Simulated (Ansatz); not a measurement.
Computed with Ansatz on PBE0-D4/def2-TZVP structures; ΔE is electronic, products minus reactants. CBS: MP2 limit from def2 TZ/QZ plus the TZ coupled-cluster correction, frozen cores. DFT in def2-TZVPP. B3LYP here is the variant with VWN-RPA as its local correlation; programs differ in this. For Ga outer-core shells are correlated without core-valence functions, which leaves a few kJ/mol of doubt a bond. Scalar relativity is left out up to krypton. One conformer a species, not always the lowest.

`[SiH3][N]([SiH3])[AlH][Cl]` + `[NH2][Ga]([NH2])[F]` → `[NH2][AlH][N]([SiH3])[SiH3]` + `[NH2][Ga]([F])[Cl]`  (redistribution)

`[SiH3][N]([SiH3])[AlH][Cl]`:

Z-matrix (Å, degrees):
```
Si
N 1 1.744
H 1 1.485 2 111.4
H 1 1.489 2 107.5 3 119.1
H 1 1.485 2 111.4 3 -121.7
Si 2 1.737 1 117.4 3 -119.3
Al 2 1.780 1 121.7 3 60.7
H 6 1.488 2 108.1 1 180.0
H 6 1.487 2 111.3 1 -60.3
H 6 1.487 2 111.3 1 60.3
Cl 7 2.095 2 115.7 1 -0.0
H 7 1.567 2 123.5 1 180.0
```

`[NH2][Ga]([NH2])[F]`:

Cartesian coordinates in Å:
```
N 0.932 0.856 -1.073
Ga -0.129 -0.362 -0.265
N -0.759 -0.371 1.428
F -0.614 -1.726 -1.262
H 1.016 0.845 -2.076
H 1.046 1.785 -0.704
H -0.342 0.193 2.149
H -1.149 -1.220 1.802
```

`[NH2][AlH][N]([SiH3])[SiH3]`:

Z-matrix (Å, degrees):
```
Si
N 1 1.733
H 1 1.490 2 110.4
H 1 1.489 2 111.7 3 119.6
H 1 1.486 2 109.3 3 -120.0
Al 2 1.799 1 120.7 3 132.4
Si 2 1.731 1 117.1 3 -46.5
N 6 1.763 2 119.5 1 -178.8
H 6 1.575 2 120.2 1 1.0
H 7 1.489 2 112.1 1 79.7
H 7 1.489 2 110.3 1 -40.4
H 7 1.488 2 109.9 1 -160.1
H 8 1.006 6 126.4 2 -2.6
H 8 1.007 6 123.2 2 178.7
```

`[NH2][Ga]([F])[Cl]`:

```xyz
6

N     0.086    0.030   -1.054
Ga    0.005   -0.082    0.732
F     1.489   -0.143    1.644
Cl   -1.800   -0.227    1.828
H     0.948    0.223   -1.533
H    -0.728    0.199   -1.617
```

Question: Is it downhill or uphill in electronic energy at CCSD(T)/CBS, and by how much? (An estimate is asked.)

Answer: Ansatz gave: Nearly level: ΔE = 0.00 eV.

Question: What do these levels give: B3LYP, HF/def2-TZVPP, CCSD/def2-TZVPP, HF/def2-QZVPP, SCS-MP2/def2-QZVPP, CCSD/CBS(def2)? (Best estimate.)

Answer: Ansatz gave: B3LYP -0.09, HF/def2-TZVPP -0.11, CCSD/def2-TZVPP -0.05, HF/def2-QZVPP -0.11, SCS-MP2/def2-QZVPP -0.02, CCSD/CBS(def2) 0.00 eV.

Largest T1 diagnostic among the species: 0.013.

In def2-TZVPP, CCSD(T) changes the Hartree–Fock value by +0.06 eV (the triples alone add +0.00 eV) and MP2 by +0.08 eV.
